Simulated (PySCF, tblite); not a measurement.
C4H17NSi3.
Geometry (GFN2-xTB, Å), atoms numbered from 1 in this order:
```
atom  x, y, z in Å
C1    -0.938   -1.427    0.889
C2    -1.440   -0.272    0.024
C3    -2.687   -0.725   -0.737
Si4   -1.870    1.234    1.128
C5    -0.357    0.089   -1.006
N6     0.869    0.535   -0.401
Si7    2.416   -0.142   -0.687
Si8    3.821    0.739    0.901
H9    -0.745   -2.308    0.276
H10   -1.674   -1.692    1.646
H11   -0.011   -1.153    1.387
H12   -3.079    0.077   -1.360
H13   -3.469   -1.034   -0.047
H14   -2.451   -1.570   -1.385
H15   -2.145    2.393    0.272
H16   -3.067    0.909    1.907
H17   -0.777    1.552    2.051
H18   -0.751    0.854   -1.691
H19   -0.120   -0.795   -1.606
H20    0.776    1.438    0.035
H21    2.242   -1.601   -0.592
H22    2.878    0.082   -2.076
H23    3.653    0.157    2.237
H24    5.217    0.495    0.532
H25    3.697    2.189    1.090
```

Method: PBE0/pcSseg-1 in PySCF (dipole) on a GFN2-xTB geometry, gas phase.

Masses are those of the commonest isotopes; rigid-rotor values at the optimised geometry. The values belong to one conformer with, in the numbering `[CH3:1][C:2]([CH3:3])([SiH3:4])[CH2:5][NH:6][SiH2:7][SiH3:8]`, C1–C2–C5–N6 -62°, C2–C5–N6–Si7 125°, C5–N6–Si7–Si8 -168°.

(1) Give the principal moments of inertia and the rotational constants in MHz.

(2) What kind of rotor is it?

(3) Is it planar, by Δ = Ic − Ia − Ib?

(4) Where do the levels up to J = 5 lie, in MHz?

(5) Which types of transition are allowed, and where do some lines up to J = 5 fall?

## Answers

(1) Ia = 249.52, Ib = 968.25, Ic = 1067.26 u·Å²; 505379 MHz·u·Å²/I gives A = 2025, B = 521.9, C = 473.5 MHz.

(2) A near-prolate asymmetric top: κ = (2 × 521.9 − 2025 − 473.5)/(2025 − 473.5) = -0.94.

(3) Not planar: Δ = Ic − Ia − Ib = -150.52 u·Å². For a rigid frame Δ = −2 Σ m c², so Σ m c² = 75.26 u·Å² lies off the ab plane: 26.82 from hydrogen and 48.43 from heavier atoms. The atom farthest from that plane is 2.29 Å away.

(4) Above 0(0,0):
J = 1: 1(0,1) 995, 1(1,1) 2499, 1(1,0) 2547
J = 2: 2(0,2) 2985, 2(1,2) 4441, 2(1,1) 4587, 2(2,1) 9097, 2(2,0) 9098
J = 3: 3(0,3) 5967, 3(1,3) 7355, 3(1,2) 7645, 3(2,2) 12084, 3(2,1) 12089, 3(3,1) 19723, 3(3,0) 19723
J = 4: 4(0,4) 9938, 4(1,4) 11237, 4(1,3) 11721, 4(2,3) 16065, 4(2,2) 16082, 4(3,2) 23707, 4(3,1) 23707, 4(4,1) 34398, 4(4,0) 34398
J = 5: 5(0,5) 14892, 5(1,5) 16089, 5(1,4) 16815, 5(2,4) 21039, 5(2,3) 21079, 5(3,3) 28688, 5(3,2) 28688, 5(4,2) 39378, 5(4,1) 39378, 5(5,1) 53125, 5(5,0) 53125
The levels of one J sum to (2J + 1)J(J + 1)(A + B + C)/3.

(5) The dipole components are |μa| = 0.83 D, |μb| = 0.25 D, |μc| = 0.27 D. Intensities carry the squares of the components, which stand as 1.00 : 0.09 : 0.10 (a : b : c). Some lines, for components of 0.1 D or more:

```tsv
type	branch	J(Ka,Kc)	MHz	lower level (cm⁻¹)
b	R	5(1,4) ← 4(2,3)	750	0.536
c	Q	2(1,2) ← 2(0,2)	1456	0.100
a	R	4(1,3) ← 3(1,2)	4076	0.255
b	Q	4(2,2) ← 4(1,3)	4360	0.391
b	Q	2(2,0) ← 2(1,1)	4512	0.153
b	Q	3(2,2) ← 3(1,3)	4729	0.245
b	Q	5(2,4) ← 5(1,5)	4950	0.537
c	Q	5(3,3) ← 5(2,3)	7608	0.703
b	R	3(2,1) ← 2(1,2)	7648	0.148
b	R	4(4,0) ← 3(3,1)	14676	0.658
```

Its GFN2-xTB frequencies are all real (lowest 26 cm⁻¹). No vibrational averaging or centrifugal distortion is included, and the geometry carries the error of its method. A rigid rotor knows nothing of internal rotation, which can split or shift real lines. Quadrupole hyperfine structure (14N) is left out.
